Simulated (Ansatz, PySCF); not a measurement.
Reaction (SMILES): FC(F)(F)C(F)(F)F [1,1,1,2,2,2-hexafluoroethane] + 7 [H][H] (H2) -> 2 C (CH4) + 6 F (HF)
Geometries: B3LYP-D3(BJ)/def2-TZVP minima from Ansatz (a program for electronic structure), one conformer each, not searched for the lowest. Frequencies are from Ansatz or PySCF.
Geometry of the first species:
```
C
F 1 1.3334
F 1 1.3334 2 109.09
F 1 1.3334 2 109.09 3 119.07
C 1 1.5541 2 109.85 4 120.47
F 5 1.3334 1 109.85 2 -180.00
F 5 1.3334 6 109.09 1 -120.47
F 5 1.3334 6 109.09 7 -119.07
```
Charge 0, spin multiplicity 1.

Quantity: energy of full hydrogenation (enthalpy at 298 K, with B3LYP-D3(BJ) rigid-rotor harmonic-oscillator terms), in kcal/mol. Correlated levels leave the core frozen unless marked. No spin-orbit coupling. Non-relativistic. CBS marks a two-point X^-3 extrapolation of the correlation energy; Hartree-Fock from the larger set.

From measured enthalpies of formation at 298 K: -103.9 kcal/mol (FC(F)(F)C(F)(F)F -322.8, ATcT 1.112; [H][H] (H2) 0.0, ATcT 1.112; C (CH4) -17.8, ATcT 1.112; F (HF) -65.2, ATcT 1.112). It holds spin-orbit effects, and any other conformers, which the calculations lack, and core correlation, which the frozen-core levels lack.

```
level                                         program  energy of full hydrogenation (kcal/mol)  error against measurement
-------------------------------------  --------------  ---------------------------------------  -------------------------
PBE-D4/def2-TZVPD                      Ansatz + dftd4                                    -92.8                       11.1
BLYP-D4/def2-TZVPD                     Ansatz + dftd4                                    -90.7                       13.2
B3LYP-D4/def2-TZVPD                    Ansatz + dftd4                                    -96.0                        7.9
PBE0/def2-TZVP                                 Ansatz                                    -92.0                       11.9
BHLYP/def2-TZVPD                               Ansatz                                   -102.5                        1.4
r2SCAN0-D4/def2-TZVPD                  Ansatz + dftd4                                    -92.5                       11.4
LC-wPBE-D3(BJ)/def2-TZVPD              Ansatz + dftd3                                   -100.1                        3.8
RPA@PBE/cc-pVQZ                                Ansatz                                    -98.4                        5.5
RI-MP2/aug-cc-pVTZ                             Ansatz                                   -111.5                       -7.6
SCS-MP2/6-31G*                                 Ansatz                                    -37.1                       66.8
CCSD/aug-cc-pVDZ                               Ansatz                                   -119.6                      -15.7
CCSD(T)/aug-cc-pVTZ                            Ansatz                                   -104.4                       -0.5
CCSD(T)/cc-pVTZ                                Ansatz                                    -95.9                        8.0
CCSD(T) with core electrons/cc-pwCVTZ          Ansatz                                    -96.0                        7.9
CCSD(T)/CBS(cc-pVTZ,cc-pVQZ)                   Ansatz                                   -104.9                       -1.0
```
